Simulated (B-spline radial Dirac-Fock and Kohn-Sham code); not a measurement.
Calculated with a radial finite-basis atomic code, using multi-electron Dirac-Fock with separately optimised hole states, Breit and Lamb-shift corrections added in first order. Free neutral atoms.

Q: Order these X-ray lines by photon energy, lowest first.
A. Sr Mζ1
B. S Lη
C. Rb Mζ2
D. Zr Mζ2
E. Sr Mζ2
F. Kr Mζ2

A: F (79.75 eV), C (96.49 eV), A (113.9 eV), E (114.5 eV), B (150.3 eV), D (151.8 eV).
